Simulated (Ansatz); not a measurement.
A run on AlFH$_{4}$NP (`[NH2][Al]([F])[PH2]`) with other settings.

```yaml
crystal:
  periodic: [false, false, false]
  atoms:
    - {symbol: N, position_ang: [0.021258, 1.556375, -0.097856]}
    - {symbol: Al, position_ang: [0.473666, 0.010939, 0.482311]}
    - {symbol: F, position_ang: [1.344697, -0.095330, 1.933778]}
    - {symbol: P, position_ang: [0.102495, -2.003880, -0.722307]}
    - {symbol: H, position_ang: [0.299615, 2.467109, 0.355588]}
    - {symbol: H, position_ang: [-0.465449, 1.786218, -0.980691]}
    - {symbol: H, position_ang: [-1.165693, -1.385351, -1.267761]}
    - {symbol: H, position_ang: [-0.501800, -2.581327, 0.401005]}
basis:
  gaussian: {orbitals: ANO-RCC-VTZP}
magnetization: {spin_polarized: true, initial_magnetization: 0}
hamiltonian: {xc: {name: B3LYP5}}
accuracy: high
output: {forces: true}
```

```sh
$ ansatz run in.yaml --threads 2 --pin off --events-out ev --progress --plain --max-ram 4352MiB
```

Shortened log:

```
Functional definition: B3LYP5
3476 factors; integrals over basis functions are off by at most 3.4e-9 eV
mean field evaluation 1: about -20187.1534 eV, gradient 5.5e1 eV
mean field evaluation 2: about -20162.7217 eV, gradient 8.9e1 eV
mean field evaluation 4: about -20197.6938 eV, gradient 4.1e0 eV
mean field evaluation 8: about -20197.8877 eV, gradient 2.3e-1 eV
mean field evaluation 16: about -20197.8879 eV, gradient 4.6e-5 eV
mean field -20197.88786211 eV, -742.2586883126 hartree, gradient 4.6e-8 eV, S^2 0.000000; 0 other end points of the search recorded, 0 dependent functions left out
reference -20197.88790922 eV, -742.2586900437 hartree; 24, 24 occupied and 160, 160 virtual orbitals, 3476 factors
Total energy: -20197.88790922 eV, -742.2586900437 hartree
Relativity: scalar
Atom 0 at     0.021258     1.556375    -0.097856 Å, force    -0.351335     3.264896    -0.644148 eV/Å
Atom 1 at     0.473666     0.010939     0.482311 Å, force     0.771332    -1.850805     0.734482 eV/Å
Atom 2 at     1.344697    -0.095330     1.933778 Å, force    -0.409391     0.114703    -0.595223 eV/Å
Atom 3 at     0.102495    -2.003880    -0.722307 Å, force    -0.797678     1.309046    -0.626955 eV/Å
Atom 4 at     0.299615     2.467109     0.355588 Å, force    -0.456982    -1.533274    -0.669214 eV/Å
Atom 5 at    -0.465449     1.786218    -0.980691 Å, force     0.470870    -0.379875     0.924710 eV/Å
Atom 6 at    -1.165693    -1.385351    -1.267761 Å, force     1.113158    -0.731513     0.572100 eV/Å
Atom 7 at    -0.501800    -2.581327     0.401005 Å, force    -0.339974    -0.193178     0.304248 eV/Å
Dipole moment:    -0.286118     0.329535    -0.294773 e Å
```

Run time 2.8 min (2 threads of an Intel Xeon Platinum 8488C on a shared host); peak host memory 1.4 GiB.
